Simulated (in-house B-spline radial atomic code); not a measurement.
## The praseodymium ion Pr⁺: [Ar] 3d10 4s2 (4p1/2)1 (4p3/2)4 4d10 4f3 5s2 5p6 6s2 (with a hole in an inner shell)

Method: Dirac-Hartree-Fock, average of the jj configuration, Fermi nucleus of rms radius 4.8919 fm. Calculated with an all-electron radial atomic-structure program (B-spline basis).

Z_r = [3n² - l(l+1)]/(2<r>); Z_e = n√(-2ε); the last column is Slater's effective charge. Values are occupation-weighted means over j. An effective charge above Z reflects the relativistic contraction of the inner shells.

```tsv
shell	electrons	ε (eV)	<r> (bohr)	Z_r	Z_e	Slater
1s	2	-42258	0.02409	62.27	55.73	58.70
2s	2	-6928.3	0.1025	58.57	45.13	54.85
2p	6	-6209.7	0.09031	55.36	42.73	54.85
3s	2	-1559	0.2707	49.87	32.11	47.75
3p	6	-1324.3	0.269	46.47	29.60	47.75
3d	10	-988.27	0.2467	42.56	25.57	37.85
4s	2	-342.41	0.6197	38.73	20.07	31.60
4p	5	-262.18	0.6589	34.91	17.56	31.60
4d	10	-144.88	0.721	29.12	13.05	20.85
5s	2	-61.803	1.481	25.31	10.66	11.55
5p	6	-38.621	1.698	21.49	8.42	11.55
4f	3	-26.345	0.9529	18.89	5.57	13.30
6s	2	-11.05	3.955	13.65	5.41	3.85
```

The least bound orbital is 6s1/2 at -11.05 eV, and it is also the most diffuse (<r> = 3.955 bohr). The part-filled 4p shell lies below the filled 6s shell in orbital energy.

For the 1s electron the small component carries 4.78 % of the norm, the zero-frequency Breit interaction raises the level by 115.6 eV, self-energy by 67.9 eV, and vacuum polarisation lowers it by 10.27 eV.
